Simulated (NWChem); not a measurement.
Program: NWChem. System: CH₂N, charge 0, spin multiplicity 2, at a geometry optimised with UPBE0/def2-SVP. The structure started from a generated list of species. Its SCF solution wasn't tested for a lower state. Level: ROCCSD(T)/def2-TZVP, 2 core orbitals frozen.

The NWChem input:

```
start mol
memory heap 100 mb stack 700 mb global 1900 mb
geometry units angstroms nocenter noautoz
  C      0.000000     0.000000    -0.502095
  N      0.000000     0.000000     0.740233
  H     -0.943460     0.000000    -1.084532
  H      0.943460     0.000000    -1.084532
  symmetry group C2v
end
basis spherical
  * library def2-tzvp
end
scf
  rohf
  nopen 1
  maxiter 100
  thresh 1e-7
  semidirect memsize 60000000 filesize 0
  # guess.movecs holds the orbitals of an unrestricted PBE0 run
  vectors input guess.movecs output mol.movecs
end
tce
  freeze core 2
  ccsd(t)
  2eorb
  2emet 13
  thresh 1e-6
  maxiter 100
  tilesize 24
end
task tce energy
```

Output (cleaned and shortened):

```
             Northwest Computational Chemistry Package (NWChem) 7.3.0
             --------------------------------------------------------

                                NWChem Input Module
                                -------------------

 Scaling coordinates for geometry "geometry" by  1.889725989
 (inverse scale =  0.529177249)

 Turning off AUTOSYM since
 SYMMETRY directive was detected!

                             Geometry "geometry" -> ""
                             -------------------------

 Output coordinates in angstroms (scale by  1.889725989 to convert to a.u.)

  No.       Tag          Charge          X              Y              Z
 ---- ---------------- ---------- -------------- -------------- --------------
    1 C                    6.0000     0.00000000     0.00000000    -0.50209500
    2 N                    7.0000     0.00000000     0.00000000     0.74023300
    3 H                    1.0000    -0.94346000     0.00000000    -1.08453200
    4 H                    1.0000     0.94346000     0.00000000    -1.08453200

 Effective nuclear repulsion energy (a.u.)      27.5042761152

            Nuclear Dipole moment (a.u.)
            ----------------------------
        X                 Y               Z
 ---------------- ---------------- ----------------
     0.0000000000     0.0000000000    -0.0000056692

      Symmetry information
      --------------------

 Group name             C2v
 Group number             16
 Group order               4
 No. of unique centers     3

      Symmetry unique atoms

     1    2    3


 Summary of "ao basis" -> "" (spherical)
 ------------------------------------------------------------------------------
       Tag                 Description            Shells   Functions and Types
 ---------------- ------------------------------  ------  ---------------------
 *                         def2-tzvp                  on all atoms

 Summary of "ao basis" -> "ao basis" (spherical)
 ------------------------------------------------------------------------------
       Tag                 Description            Shells   Functions and Types
 ---------------- ------------------------------  ------  ---------------------
 C                         def2-tzvp                11       31   5s3p2d1f
 N                         def2-tzvp                11       31   5s3p2d1f
 H                         def2-tzvp                 4        6   3s1p

                                 NWChem SCF Module
                                 -----------------

  ao basis        = "ao basis"
  functions       =    74
  atoms           =     4
  closed shells   =     7
  open shells     =     1
  charge          =   0.00
  wavefunction    = ROHF
  use symmetry    = T
  symmetry adapt  = T

 Summary of "ao basis" -> "ao basis" (spherical)
 ------------------------------------------------------------------------------
       Tag                 Description            Shells   Functions and Types
 ---------------- ------------------------------  ------  ---------------------
 C                         def2-tzvp                11       31   5s3p2d1f
 N                         def2-tzvp                11       31   5s3p2d1f
 H                         def2-tzvp                 4        6   3s1p

      Symmetry analysis of basis
      --------------------------

        a1         33
        a2          7
        b1         19
        b2         15

 Forming initial guess at       0.1s

      Symmetry analysis of molecular orbitals - initial
[...]
 -----------   ------   -------------------------------------------------------
    1 C    6     6.06   0.86  1.12  0.51  0.60  0.12  1.22  1.21  0.31  0.03  0.06  0.01
    2 N    7     7.22   0.82  1.15  0.60  0.93  0.32  1.34  1.45  0.55  0.01  0.04  0.00
    3 H    1     0.86   0.26  0.49  0.10  0.02
    4 H    1     0.86   0.26  0.49  0.10  0.02

 Mulliken analysis of the open-shell density
 -------------------------------------------

    Atom       Charge   Shell Charges
 -----------   ------   -------------------------------------------------------
    1 C    6     0.03   0.00 -0.00  0.00 -0.00 -0.00  0.00 -0.00 -0.00  0.01  0.02  0.00
    2 N    7     0.90   0.00  0.00 -0.00 -0.00  0.00  0.37  0.38  0.16  0.00 -0.00  0.00
    3 H    1     0.03   0.01  0.02  0.00 -0.00
    4 H    1     0.03   0.01  0.02  0.00 -0.00

       Multipole analysis of the density wrt the origin
       ------------------------------------------------

     L   x y z        total         open         nuclear
     -   - - -        -----         ----         -------
     0   0 0 0     -0.000000     -1.000000     15.000000

     1   1 0 0     -0.000000      0.000000      0.000000
     1   0 1 0      0.000000      0.000000      0.000000
     1   0 0 1     -1.013249     -1.058254     -0.000006

     2   2 0 0     -8.223554     -1.722496      6.357328
     2   1 1 0      0.000000     -0.000000      0.000000
     2   1 0 1      0.000000      0.000000      0.000000
     2   0 2 0     -9.703187     -0.513296      0.000000
     2   0 1 1      0.000000      0.000000      0.000000
     2   0 0 2     -9.600045     -2.790213     27.499445

                   NWChem Extensible Many-Electron Theory Module
                   ---------------------------------------------


            General Information
            -------------------
      Number of processors :     1
         Wavefunction type : Restricted open-shell Hartree-Fock
          No. of electrons :    15
           Alpha electrons :     8
            Beta electrons :     7
           No. of orbitals :   148
            Alpha orbitals :    74
             Beta orbitals :    74
        Alpha frozen cores :     2
         Beta frozen cores :     2
     Alpha frozen virtuals :     0
      Beta frozen virtuals :     0
         Spin multiplicity : doublet
    Number of AO functions :    74
       Number of AO shells :    30
        Use of symmetry is : on
      Symmetry adaption is : on
         Schwarz screening : 0.10D-09

          Correlation Information
          -----------------------
          Calculation type : Coupled-cluster singles & doubles w/ perturbation
   Perturbative correction : (T)
            Max iterations :      100
        Residual threshold : 0.10D-05
     T(0) DIIS level shift : 0.00D+00
     L(0) DIIS level shift : 0.00D+00
     T(1) DIIS level shift : 0.00D+00
     L(1) DIIS level shift : 0.00D+00
     T(R) DIIS level shift : 0.00D+00
     T(I) DIIS level shift : 0.00D+00
   CC-T/L Amplitude update :  5-th order DIIS
                I/O scheme : Global Array Library
        L-threshold :  0.10D-05
        EOM-threshold :  0.10D-05
 no EOMCCSD initial starts read in
 TCE RESTART OPTIONS
 SLICE:      F
 D4D5:       F
 quantumc:   F
 qrotation:  F
 pwtce:      F
 qducc:      F
 nacto:                         0
 nrotv:                         0
 nrot:                          0

            Memory Information
            ------------------
          Available GA space size is     249025848 doubles
          Available MA space size is     104853452 doubles

 Maximum block size supplied by input
 Maximum block size        24 doubles

 tile_dim =     17

 -------------------------------------------------

 Global array virtual files algorithm will be used

 Parallel file system coherency ......... OK

 4-electron integrals stored in orbital form

 v2    file size   =          1618541
 4-index algorithm nr.  13 is used
 imaxsize =       30
 imaxsize ichop =        0


CCSD iterations
 ---------------------------------------------------------
 Iter          Residuum       Correlation     Cpu    Wall
 ---------------------------------------------------------
    1   0.1615907069190  -0.3304638558065     0.4     0.4
    2   0.0416365456890  -0.3379813901001     0.4     0.4
    3   0.0173475698346  -0.3450582121645     0.4     0.4
    4   0.0086124726186  -0.3462517934763     0.4     0.4
    5   0.0050353548745  -0.3469728997144     0.4     0.4
    6   0.0026882805658  -0.3474518095617     0.4     0.4
    7   0.0015272346779  -0.3476110180989     0.4     0.4
    8   0.0011182157780  -0.3475795925008     0.4     0.4
    9   0.0008536661036  -0.3476280611923     0.4     0.4
   10   0.0007069235645  -0.3476202704486     0.4     0.4
   11   0.0001806092383  -0.3476587870724     0.6     0.6
   12   0.0000908272002  -0.3476618778937     0.6     0.6
   13   0.0000580592573  -0.3476617302771     0.6     0.6
   14   0.0000378732106  -0.3476606154348     0.6     0.6
   15   0.0000282029278  -0.3476603565117     0.6     0.6
   16   0.0000112087977  -0.3476591521055     0.6     0.6
   17   0.0000065414585  -0.3476596416669     0.6     0.6
   18   0.0000045762196  -0.3476595983094     0.7     0.7
   19   0.0000032968686  -0.3476597897247     0.7     0.7
   20   0.0000025035950  -0.3476597859164     0.7     0.7
   21   0.0000008369527  -0.3476599754503     0.4     0.4
 -----------------------------------------------------------------
 Iterations converged
 CCSD correlation energy / hartree =        -0.347659975450256
 CCSD total energy / hartree       =       -93.805528196747645

 Singles contributions

 Doubles contributions
     9b2  (alpha)     9b2  (beta ) ---     7b2  (alpha)     7b2  (beta )       -0.1063452334
 CCSD(T)
 Using plain CCSD(T) code
             total no. of tasks         1632
 total no. of tasks / no. procs         1632
                         wl_min            1           1.0
                         wl_max       109242           6.9
        thresh for no. of tasks         1632

 CCSD[T]  correction energy / hartree =        -0.016085544340593
 CCSD[T] correlation energy / hartree =        -0.363745519790849
 CCSD[T] total energy / hartree       =       -93.821613741088242
 CCSD(T)  correction energy / hartree =        -0.015251362190412
 CCSD(T) correlation energy / hartree =        -0.362911337640668
 CCSD(T) total energy / hartree       =       -93.820779558938057

 Task  times  cpu:       19.7s     wall:       19.7s

 Total times  cpu:       19.7s     wall:       19.7s
```
